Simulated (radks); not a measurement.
Species: Tl+. Configuration: [Hg]. All-electron calculation, Dirac Kohn-Sham, Slater X-alpha with alpha = 0.71, spin-unpolarised, spherical densities, point nucleus. Program: a radial shooting solver on a logarithmic mesh with Libxc functionals.

Normalised radial functions P(r) = r R(r) (large component), r in bohr:

```
   r/bohr * 5d3/2, o 5d5/2 (the largest magnitude, 0.96, reaches the edge; | marks zero, & curves that meet)
 0.001127                             &
 0.001312                             &
 0.001515                             &
 0.001763                             &
 0.002053                             &
 0.002371                             &
  0.00276                             &
 0.003213                             &
  0.00374                             &
  0.00432                             &
 0.005029                             &
 0.005854                             &
 0.006761                             &
 0.007871                             &
 0.009163                             &
  0.01067                             &
  0.01232                             &
  0.01434                             &
   0.0167                             o*
  0.01928                             |&
  0.02245                             |&
  0.02613                             |&
  0.03042                             | &
  0.03513                             | o*
   0.0409                             |  o*
  0.04762                             |   o*
  0.05499                             |    o*
  0.06402                             |     o*
  0.07453                             |       &
  0.08676                             |       o*
   0.1002                             |        &
   0.1167                             |        &
   0.1358                             |      &
   0.1568                             |   *o
   0.1826                             *o
   0.2126                        *o   |
   0.2474                    *o       |
   0.2858                 *o          |
   0.3327                &            |
   0.3873                 &           |
   0.4473                     o*      |
   0.5207                           o*|
   0.6062                             |     o *
   0.7057                             |             o *
    0.815                             |                   o *
   0.9488                             |                        o*
    1.105                             |                         o*
    1.276                             |                         &
    1.485                             |                      &
    1.729                             |                 *o
    2.013                             |             *o
    2.324                             |         *o
    2.706                             |      &
     3.15                             |   *o
    3.638                             | *o
    4.235                             |&
     4.93                             *o
     5.74                             &
    6.629                             &
    7.717                             &
```

5d3/2: eigenvalue -23.657 eV, 2 radial nodes at r = 0.183, 0.527 bohr, <r> = 1.35 bohr, 90 % of the charge inside 2.07 bohr. 5d5/2: eigenvalue -21.416 eV, 2 radial nodes at r = 0.188, 0.540 bohr, <r> = 1.40 bohr, 90 % of the charge inside 2.16 bohr.
